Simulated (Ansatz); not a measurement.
TeOF2⁺. Charge 1, multiplicity 2. Geometry PBE0-D4/def2-TZVP, that of the neutral singlet; atoms count from 1.

```xyz
4

Te   -0.2233    0.5102    0.3647
O    -1.4190   -0.7697    0.2974
F     1.3555   -0.4276    0.7758
F     0.2869    0.6871   -1.4379
```

In the def2 sets Te takes a core potential; there is no spin–orbit coupling.

Question: Estimate the Mulliken populations from the PBE0/def2-TZVP orbitals of Ansatz.

Answer: 
```tsv
atom	charge (e)	spin (α − β)
Te1	1.61	0.02
O2	-0.13	0.87
F3	-0.24	0.05
F4	-0.24	0.05
```
Mulliken values depend strongly on the basis.

Question: Where does the spin sit?

Answer: Summed by element: Te 0.02, O 0.87, F 0.10, of 1 unpaired in all. Largest on single atoms: O2 0.87, F3 0.05, F4 0.05.

Question: And the Mayer bond orders between heavy atoms (over 0.3)?

Answer: Te1–O2 1.45 (1.75 Å); Te1–F3 1.07 (1.88 Å); Te1–F4 1.07 (1.88 Å).
